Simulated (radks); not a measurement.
Problem. The mean radii <r> (bohr) of the occupied orbitals of an atom or ion are listed with their occupations. Calculated with a radial shooting solver on a logarithmic mesh with Libxc functionals: Dirac Kohn-Sham, BLYP, spin-unpolarised, spherical densities, finite nucleus; Fermi nuclear charge, rms radius of each element as measured or else 0.836 A^(1/3) + 0.57 fm.

| orbital | occ. | <r> |
|---|---|---|
| 1s1/2 | 2 | 0.01659 |
| 2s1/2 | 2 | 0.06925 |
| 2p1/2 | 2 | 0.05692 |
| 2p3/2 | 4 | 0.06558 |
| 3s1/2 | 2 | 0.1787 |
| 3p1/2 | 2 | 0.1689 |
| 3p3/2 | 4 | 0.1842 |
| 3d3/2 | 4 | 0.1601 |
| 3d5/2 | 6 | 0.1647 |
| 4s1/2 | 2 | 0.3672 |
| 4p1/2 | 2 | 0.3640 |
| 4p3/2 | 4 | 0.3877 |
| 4d3/2 | 4 | 0.3771 |
| 4d5/2 | 1 | 0.3837 |

Name the element and its charge. Open shells, if any, fill j = l - 1/2 first.

Solution. Z = 80, mercury, charge +39: Hg39+ in [Kr] 4d5. The 1s radius gives Z: for a bare nucleus <r> = (2 gamma + 1)/(2Z) with gamma = sqrt(1 - (Z/c)^2), 0.0164 bohr for Z = 80, and screening makes it slightly larger (0.01659 here). The occupations add up to 41, and the charge is Z minus that.
